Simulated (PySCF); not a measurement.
**Working out the ionisation energy of P+**

P+ [Ne] 3s2 3p2 (3P) → P(2+) [Ne] 3s2 3p1 (2P). Computed with PySCF 2.14 in aug-cc-pwCVDZ, with the non-relativistic Hamiltonian (point nucleus). Frozen: nothing. Energies in hartree (1 hartree = 27.21139 eV):

```
             part   P+ (lower)  P(2+) (upper)
              UHF  -340.345020    -339.640598
MP2 opposite-spin    -0.147940      -0.142186
    MP2 same-spin    -0.054362      -0.048087
```

What does Hartree-Fock give?

(-339.640598) − (-340.345020) = 0.704422 hartree = 19.168 eV.

What do MP2 and SCS-MP2 (6/5 opposite-spin, 1/3 same-spin) give?

The opposite-spin parts differ by 0.157 eV and the same-spin parts by 0.171 eV. MP2: 19.168 + (0.157) + (0.171) = 19.496 eV. SCS-MP2: 19.168 + 1.2 × (0.157) + (0.171)/3 = 19.413 eV.

A first-order spin-orbit estimate adds -0.006 eV to MP2 (all electrons), giving 19.490 eV against 19.769 eV (semi-empirical (NIST evaluation); NIST Atomic Spectra Database, ionization energies).

A double-zeta basis recovers only part of the correlation energy.

What remains against the reference includes basis incompleteness and correlation beyond second order.
